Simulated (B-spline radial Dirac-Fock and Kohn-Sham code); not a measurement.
**Ta⁶⁴⁺: scattering cross sections and density moments**

System: Ta⁶⁴⁺ in the configuration [He] 2s2 2p5.

Input file task.json (cfg lists n, l and occupation; rrms is the nuclear radius in fm):

```json
{"items": [{
  "Z": 73,
  "q": 64,
  "cfg": [[1, 0, 2], [2, 0, 2], [2, 1, 5]],
  "A": 181,
  "rrms": 5.3507,
  "do": ["scatter"],
  "s": [0.0, 0.05, 0.1, 0.15, 0.2, 0.25, 0.3, 0.35, 0.4, 0.45, 0.5, 0.6, 0.7, 0.8, 0.9, 1.0, 1.1, 1.2, 1.4, 1.6, 1.8, 2.0, 2.5, 3.0, 3.5, 4.0, 5.0, 6.0],
  "pz": [0, 0.1, 0.2, 0.3, 0.4, 0.5, 0.6, 0.8, 1.0, 1.2, 1.4, 1.6, 1.8, 2.0, 2.5, 3.0, 4.0, 5.0, 7.0, 10.0, 15.0, 20.0, 30.0, 40.0, 60.0, 100.0],
  "hv_scatter": [1000, 2000, 5000, 8047.8, 10000, 20000, 200000, 500000]
}]}
```

Run with: `python xray_run.py task.json out`

Method: Dirac-Fock densities. Computed with a radial atomic solver.

| Item | Value |
| --- | --- |
| Sum of ⟨r⟩ | 0.5319 bohr |
| Sum of ⟨r²⟩ | 0.04338 bohr² |
| Sum of ⟨1/r⟩ | 308.25 per bohr |
| Langevin diamagnetic susceptibility | -0.0344 × 10⁻⁶ cm³/mol |
| Lamb shielding (α²/3)Σ⟨1/r⟩ | 5472 ppm |

Coherent scattering is the Thomson cross section weighted by f₀², without anomalous dispersion; incoherent scattering is Klein-Nishina weighted by S. The Lamb formula is the non-relativistic shielding expression. Electron correlation is left out. A dash stands where the photon energy is too low for the impulse approximation behind that column.

| hν (keV) | coherent (b) | incoherent (b) | incoherent per electron (b) |
| --- | --- | --- | --- |
| 1 | 53.87 | – | – |
| 2 | 53.84 | – | – |
| 5 | 53.58 | – | – |
| 8.0478 | 53.09 | – | – |
| 10 | 52.66 | – | – |
| 20 | 49.27 | – | – |
| 200 | 5.486 | 2.635 | 0.293 |
| 500 | 1.143 | 2.335 | 0.259 |

Incoherent scattering overtakes coherent scattering between 200 and 500 keV.
